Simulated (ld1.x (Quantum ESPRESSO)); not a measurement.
## Varying the TM semilocal potential for boron

Base potential:

B (Z = 5), norm-conserving Troullier–Martins (semilocal form), made with ld1.x (Quantum ESPRESSO) 7.5 (PBEsol, scalar-relativistic). Core [He], reference 2s1.5 2p0 (charge +1.5). Waves: 2s (bound): rc 1.15 bohr; 2p (bound, empty): rc 3.25 bohr. Local part: the p channel. Core correction: Bessel-smoothed model core, default radius (core density twice the valence density).

Cutoffs, loose and tight: the cutoffs (Ry, on a coarse ladder) from which the occupation-weighted sum of valence levels, in a spherical-Bessel basis at the reference potential, stays within 10 and 1 mRy of its value at 400 Ry. They do not see the model core or the augmentation charge, which bear on the density cutoff. Test errors are all-electron minus pseudo excitation energies from the reference, over the configurations 2s2 2p1; 2s2 2p0; 2s1 2p0; 2s0 2p3; 2s1 2p1; 2s2 2p0.5; 2s1 2p2. A dash means not determined; rows that change the core or the reference have their own tests.

In the semilocal form every listed channel keeps its own potential, so the choice of the local channel does not act on these tests. It acts once the file is put into the separable form.

A semilocal file is local in each channel, so a ghost entry of none says nothing of the separable form that plane-wave codes build from it.

The default core radius of the base comes out at 0.74 bohr.

| change | outcome | cutoff, loose | cutoff, tight | bound ghosts | largest test error (meV) |
| --- | --- | --- | --- | --- | --- |
| base | generated | 21 Ry | 60 Ry | none | +398 |
| reference 2s1.5 2p1.5 | generated | 18 Ry | 55 Ry | none | +469 |
| core correction Bessel-smoothed model core inside 0.70 bohr | generated | 21 Ry | 60 Ry | none | +397 |
| wave 2s (bound): rc 1.15 bohr becomes 2s (bound): rc 1.52 bohr | generated | 18 Ry | 50 Ry | none | +404 |
| wave 2p (bound): rc 3.25 bohr becomes 2p (bound): rc 4.22 bohr | generated | 21 Ry | 60 Ry | none | +1108 |
| local potential the s channel | generated | 21 Ry | 60 Ry | none | +397 |
| non-relativistic | generated | 21 Ry | 60 Ry | none | +397 |
| type PAW, which also changes the form from semilocal to separable; waves now 2s (bound): rcut 1.00, rcutus 1.15 bohr; 2s channel at -0.8 Ry: rcut 1.00, rcutus 1.15 bohr; 2p (bound): rcut 2.85, rcutus 3.25 bohr; 2p channel at 0.95 Ry: rcut 2.85, rcutus 3.25 bohr; local potential all-electron potential smoothed inside 1.95 bohr (lloc = -1); augmentation BESSEL, radius 1.00 bohr | generated | 21 Ry | 30 Ry | none | +207 |
| all radii but the core radius scaled by about 0.92 (s 1.06, p 2.98 bohr) | generated | 25 Ry | 70 Ry | none | +266 |
| all radii but the core radius scaled by about 0.90 (s 1.04, p 2.94 bohr) | generated | 40 Ry | 90 Ry | none | +266 |

Problem. What comes out with this change to the base: functional LDA (PZ)?

Solution. outcome: generated; cutoff, loose: 21 Ry; cutoff, tight: 60 Ry; bound ghosts: none; largest test error (meV): +466.
